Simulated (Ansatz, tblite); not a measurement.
Forces on Ge3O2 at its B3LYP-D4/def2-SVP geometry. Charge 0, multiplicity 1.

The xTB rows come from tblite. The structure comes from a short search, and lower isomers may exist.

GFN1-xTB (tblite), largest force 1.86 eV/Å:

```xyz
5
positions Å, forces eV/Å
Ge   -0.013    0.870   -1.315   -0.441   -1.427    1.105
Ge   -0.906   -1.240   -0.227    1.027    1.404    0.257
Ge    0.590   -0.079    1.460   -1.000   -0.547   -1.466
O     1.102   -0.385   -0.371    0.600    0.029   -0.121
O    -0.774    0.834    0.453   -0.185    0.540    0.225
```

GFN2-xTB (tblite), largest force 0.94 eV/Å:

```
Ge -0.193 -0.554 0.379
Ge 0.550 0.752 0.137
Ge -0.389 -0.244 -0.525
O 0.240 -0.123 -0.095
O -0.208 0.169 0.103
```

r2SCAN-D4/def2-TZVP (Ansatz), largest force 0.84 eV/Å:

```
Ge -0.070 -0.535 0.632
Ge 0.492 0.673 0.123
Ge -0.368 -0.065 -0.741
O -0.139 0.036 0.042
O 0.085 -0.109 -0.056
```
